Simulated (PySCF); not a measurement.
# Reading the logs of faulty runs: BCGeH8N

All numbers below are calculated, not measured. The program is PySCF 2.14.0, an open-source quantum chemistry code, run on an isolated molecule that a program drew, which may never have been made. The molecule is BCGeH8N (charge 0, singlet), drawn as the SMILES string `[BH2][GeH]([CH3])[NH2]`.

Each row is a Hartree-Fock (HF) and frozen-core CCSD(T) single point in the cc-pVDZ basis, meant for a local HF minimum. Run 1 is clean. Each other run has one planted mistake out of seven kinds, and not every kind appears here: one electron removed, one electron added, multiplicity raised by two, geometry at a saddle point, minimal basis STO-3G, one bond length entered in bohr, all coordinates scaled. The reference is restricted for singlets and unrestricted otherwise, and also for a bond in bohr. Adding or removing an electron swaps singlet and doublet. Electrons count all cores. HOMO and LUMO are orbital energies over both spins, the gradient is its largest component, and the lowest frequency (negative if imaginary) is given only where the gradient is small. Bond lengths are over the 11 bonds as drawn. T1 is the CCSD diagnostic: over 0.02 (restricted) or 0.045 (unrestricted) a single reference is doubtful. Germanium has the cc-pVDZ-PP basis, with a core potential (ECP10MDF) in place of its 10 inner electrons, and its 3s, 3p and 3d shells are frozen in CCSD(T).

Geometry of the clean run:
```xyz
12
BCGeH8N, angstrom
B    -0.7777    0.3241   -1.6921
Ge   -0.5128    0.2981    0.3751
C     0.7850   -1.0270    1.0098
N     0.1272    1.9570    0.9045
H    -1.0705    1.3365   -2.2667
H    -0.6771   -0.6767   -2.3469
H    -1.8861   -0.0289    1.0197
H     0.8852   -0.9780    2.0965
H     0.4634   -2.0353    0.7400
H     1.7641   -0.8404    0.5642
H     0.2384    2.0578    1.8997
H    -0.4337    2.7298    0.5868
```

| run | electrons | basis functions | <S^2> | HOMO (eV) | LUMO (eV) | gradient (hartree/bohr) | lowest frequency (cm^-1) | mean bond (Å) | longest bond (Å) | T1 | HF (hartree) | CCSD(T) (hartree) | mistake |
|---|---|---|---|---|---|---|---|---|---|---|---|---|---|
| 1 | 58 | 105 | 0.000 | -10.24 | 1.55 | 2.0e-05 | 105 | 1.3765 | 2.084 | 0.0100 | -415.01966 | -415.59273 | no fault |
| 2 | 58 | 105 | 2.014 | -7.37 | -1.26 | 6.7e-02 | - | 1.3765 | 2.084 | 0.0193 | -414.90290 | -415.47038 | multiplicity raised by two |
| 3 | 57 | 105 | 0.764 | -15.58 | -5.85 | 8.9e-02 | - | 1.3765 | 2.084 | 0.0304 | -414.72759 | -415.26171 | one electron removed |
| 4 | 58 | 105 | 0.652 | -9.41 | 1.10 | 2.1e-02 | - | 1.4736 | 2.268 | 0.0557 | -414.90055 | -415.47448 | ? |
| 5 | 59 | 105 | 0.761 | -0.51 | 8.40 | 5.4e-02 | - | 1.3765 | 2.084 | 0.0104 | -414.99808 | -415.59066 | ? |

**Which mistake was planted in run 4, and what did it cost?**

The mean bond changes by a factor of 1.071 and the longest by 1.088, so the molecule wasn't scaled as a whole. A length L in bohr read as angstrom grows by (1/0.5292 - 1) L = 0.890 L. The 11 bonds together grew by 11 x 0.0971 = 1.068 Å, which gives L = 1.200 Å. That is the length of one of the B-H bonds, 1.200 Å in the clean geometry. So the mistake is: one bond length entered in bohr. Subtracting run 1 and multiplying by 627.51 kcal/mol a hartree, the energy moved by 74.7 kcal/mol in HF and 74.2 kcal/mol in CCSD(T).

**Which mistake was planted in run 5, and what did it cost?**

It counts 59 electrons, one more than the clean run, at the same geometry and basis. So the mistake is: one electron added. Subtracting run 1 and multiplying by 627.51 kcal/mol a hartree, the energy moved by 13.5 kcal/mol in HF and 1.3 kcal/mol in CCSD(T).

Cautions from the logs. Run 4: T1 is over the limit, so its CCSD(T) energy is less reliable; run 5: the added electron raises the CCSD(T) energy, so it isn't bound in this basis.
